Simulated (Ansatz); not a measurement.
## Stretch profile

AlHICl (SMILES [Cl][AlH][I]), singlet, at its PBE0-D4/def2-TZVP minimum:

```
4
angstrom
Cl -1.9764 0.0347 -0.5444
Al 0.0417 0.1837 -0.0386
I 1.2166 -1.8445 0.6914
H 0.7737 1.5658 -0.1287
```

The bond length Al2–I3 (2.455 Å at the minimum) is set to the values below, the two halves moving rigidly along the bond. Each method's energies count from its own value at the PBE0-D4 minimum structure. Program: Ansatz 0.2.0. Basis: def2-TZVPP. Cores are frozen in the correlated methods. Filled d shells of the heavier atoms are correlated. Core potentials replace the inner electrons of the atoms past krypton. The def2 sets are not built for correlating such inner shells, so the correlated values are less sure here.

CCSD(T) energies along the scan:
| bond length (Å) | CCSD(T) (kJ/mol) |
| --- | --- |
| 2.160 | 73.0 |
| 2.246 | 32.7 |
| 2.371 | 4.5 |
| 2.517 | 2.0 |
| 2.679 | 21.6 |
| 2.853 | 56.4 |
| 3.039 | 100.1 |
| 3.234 | 147.1 |
| 3.437 | 193.3 |
They count from the CCSD(T) energy at the PBE0-D4 minimum.

Minimum and curvature along this coordinate at CCSD(T): A fifth-order fit through the nearest points gives 2.456 Å, with a curvature of about 12 eV/Å².

Task: Treat the two halves as rigid bodies and work out the harmonic wavenumber of this stretch from that curvature (ν̃ = 521.5 √(k/μ) cm⁻¹ with k in eV/Å² and μ in u).

Result: The halves weigh 63.44 and 126.90 u, so μ = 63.44 × 126.90/190.34 = 42.296 u and ν̃ = 521.5 √(12/42.296) ≈ 280 cm⁻¹. A true normal mode mixes in other motions, so this is a guide only.

Largest difference from the CCSD(T) curve over the scan: PBE-D4 24.8; r2SCAN-D4 8.8; PBE0-D4 4.7; HF 7.4 kJ/mol. Each curve counts from its own value at the minimum.

The T1 diagnostic stays at or below 0.012. The restricted Hartree–Fock reference is unstable towards an unrestricted one here.

For scale, one of the runs: CCSD(T)/def2-TZVPP, 148 basis functions (an equivalent command: `ansatz run in.yaml --threads 2`). Time: 6 s of wall clock on 2 CPU threads; the host was shared. Peak host memory: 0.73 GiB.
